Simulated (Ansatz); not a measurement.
def2 core potentials replace the inner electrons of Sb.

Cartesian coordinates (Å):
```xyz
12

C     -1.6320    -0.7645     0.1545
C     -0.7045     0.1933     0.8141
Sb     0.7618     1.1699    -0.8565
O      2.4579     1.1037     0.1173
O      1.0431    -0.5339    -1.7544
H     -2.1940    -1.2610     0.9768
H     -2.3852    -0.2762    -0.4817
H     -1.1098    -1.5537    -0.4035
H     -1.1331     1.1035     1.2554
H      0.1426    -0.2186     1.3834
H      2.7951     1.9099     0.5448
H      1.9580    -0.8723    -1.7501
```
Charge +1, spin multiplicity 2.

The numbers are results of frozen-core CCSD(T)/def2-TZVPP // B3LYP-D3(BJ)/def2-SVP run with Ansatz (a quantum-chemistry and plane-wave program), not measurements.

| Quantity | Result |
|---|---|
| HF energy | -468.64244 Ha |
| MP2 correlation energy | -1.15558 Ha |

Problem. Estimate the CCSD correlation energy, the (T) correction, the total energy and the T1 diagnostic.

Solution. 
```json
{
 "CCSD correlation energy": "-1.17640 Ha",
 "(T) correction": "-0.04439 Ha",
 "CCSD(T) total energy": "-469.86323 Ha",
 "T1 diagnostic": "0.021"
}
```
